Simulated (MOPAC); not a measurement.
Input for MOPAC: PM6 on BSb, 2S+1 = 3, a spin state set in the input, which need not be the lowest, a point of a bond scan (R = 2.174 Å).

```
PM6 1SCF PRECISE CHARGE=0 UHF MS=1 THREADS=1
BSb

B      0.00000000 1     0.00000000 1     0.00000000 1
Sb     0.00000000 1     0.00000000 1     2.17402100 1
```

It printed:

```
*******************************************************************************
 **                                                                           **
 **                              MOPAC v23.2.5                                **
 **                                                                           **
 *******************************************************************************
 ** MOPAC's Digital Object Identifier: https://doi.org/10.5281/zenodo.6511958 **
 **                                                                           **
 ** Please cite the open-source release paper for use of this MOPAC version:  **
 ** J. E. Moussa and J. J. P. Stewart (2026)                                  **
 ** MOPAC: An open-source semiempirical molecular orbital program             **
 ** J. Open Source Softw., 11(119), 8025, https://doi.org/10.21105/joss.08025 **
 *******************************************************************************

                              PM6 CALCULATION RESULTS

 *******************************************************************************
 *  PM6        - The PM6 Hamiltonian to be used
 *  UHF        - UNRESTRICTED HARTREE-FOCK CALCULATION
 *
 *
 *
 *                 CHARGE ON SYSTEM = 0
 *
 *
 *
 *  MS=        - IN MECI, MAGNETIC COMPONENT OF SPIN =  1.0
 *  PRECISE    - TIGHTER CRITERIA TO BE USED
 *  1SCF       - DO 1 SCF AND THEN STOP
 *  THREADS=1  - MULTI-THREADING NOT USED
 *  T=         - A TIME OF 172800.0 SECONDS REQUESTED
 *  DUMP=N     - RESTART FILE WRITTEN EVERY 7200.0 SECONDS REQUESTED
 *******************************************************************************
PM6 1SCF PRECISE CHARGE=0 UHF MS=1 THREADS=1
 BSb

   ATOM   CHEMICAL          X               Y               Z
  NUMBER   SYMBOL      (ANGSTROMS)     (ANGSTROMS)     (ANGSTROMS)

     1       B          0.00000000  *   0.00000000  *   0.00000000  *
     2      Sb          0.00000000  *   0.00000000  *   2.17402100  *



          CARTESIAN COORDINATES

    NO.       ATOM           X           Y           Z

     1         B          0.0000      0.0000      0.0000
     2        Sb          0.0000      0.0000      2.1740

 General Reference for PM6:
 "Optimization of Parameters for Semiempirical Methods V: Modification of NDDO Approximations
 and Application to 70 Elements", J. J. P. Stewart, J. Mol. Mod., 13, 1173-1213 (2007)
 URL: https://link.springer.com/article/10.1007/s00894-007-0233-4

           Empirical Formula: B Sb  =     2 atoms



      MOLECULAR POINT GROUP   :   C*v


          UHF CALCULATION, NO. OF ALPHA ELECTRONS =    5
                           NO. OF BETA  ELECTRONS =    3

 -------------------------------------------------------------------------------
 PM6 1SCF PRECISE CHARGE=0 UHF MS=1 THREADS=1
 BSb



     1SCF WAS SPECIFIED, SO BFGS WAS NOT USED
     SCF FIELD WAS ACHIEVED


                              PM6 CALCULATION
                                                       MOPAC v23.2.5 Linux




          FINAL HEAT OF FORMATION =        251.21708 KCAL/MOL =    1051.09225 KJ/MOL


          COSMO AREA              =         98.67 SQUARE ANGSTROMS
          COSMO VOLUME            =         87.70 CUBIC ANGSTROMS

          IONIZATION POTENTIAL    =          6.913274 EV
          ALPHA SOMO LUMO (EV)    =         -6.913 -0.236
          BETA  SOMO LUMO (EV)    =         -7.061 -0.760
          NO. OF ALPHA ELECTRONS  =          5
          NO. OF BETA  ELECTRONS  =          3
          MOLECULAR WEIGHT        =        132.5600         POINT GROUP:  C*v

          MOLECULAR DIMENSIONS (Angstroms)

            Atom       Atom       Distance
           Sb     2    B     1     2.17402
           Sb     2    B     1     0.00000
            B     1   Sb     2     0.00000


          SCF CALCULATIONS        =          1





   ATOM   CHEMICAL          X               Y               Z
  NUMBER   SYMBOL      (ANGSTROMS)     (ANGSTROMS)     (ANGSTROMS)

     1       B          0.00000000  *   0.00000000  *   0.00000000  *
     2      Sb          0.00000000  *   0.00000000  *   2.17402100  *

                             CARTESIAN COORDINATES

   1    B        0.000000000     0.000000000     0.000000000
   2   Sb        0.000000000     0.000000000     2.174021000


           Empirical Formula: B Sb  =     2 atoms



      MOLECULAR POINT GROUP   :   C*v


          ALPHA EIGENVALUES
 -14.97002 -11.09586  -8.59330  -8.59330  -6.91327  -0.23566  -0.23566   2.23288
 108.98403 108.98403 111.68198 111.68198 112.71679


           BETA EIGENVALUES
 -14.26706 -10.31412  -7.06092  -0.76025  -0.76025   1.71912   1.71912   2.33693
 115.61713 116.18954 116.18954 118.30101 118.30101


              NET ATOMIC CHARGES AND DIPOLE CONTRIBUTIONS

  ATOM NO.   TYPE          CHARGE      No. of ELECS.   s-Pop       p-Pop       d-Pop
    1          B          -0.136003        3.1360     1.92307     1.21293
    2         Sb           0.136003        4.8640     1.83395     3.02587     0.00418
 DIPOLE           X         Y         Z       TOTAL
 POINT-CHG.     0.000     0.000     1.420     1.420
 HYBRID        -0.000    -0.000    -0.589     0.589
 SUM           -0.000    -0.000     0.831     0.831


          ATOMIC ORBITAL ELECTRON POPULATIONS

     Atom    s        px        py        pz      x^2-y^2     xz        z^2       yz        xy
    1  B   1.92307   0.11763   0.11763   0.97768
    2 Sb   1.83395   0.88196   0.88196   1.26194   0.00000   0.00041   0.00335   0.00041   0.00000


                    (SZ)    =    1.000000
                    (S**2)  =    2.029711


          ATOMIC ORBITAL SPIN POPULATIONS

    Atom   Total    s     px     py     pz   x^2-y^2  xz     z^2    yz     xy
         Atomic
    1  B  0.3247 -0.013  0.118  0.118  0.103
    2 Sb  1.6753  0.048  0.882  0.882 -0.137  0.000  0.000  0.000  0.000  0.000

 **********************
 *                    *
 * JOB ENDED NORMALLY *
 *                    *
 **********************




 == MOPAC DONE ==
```

The run finished.

Cost: roughly 0.020 core-seconds.
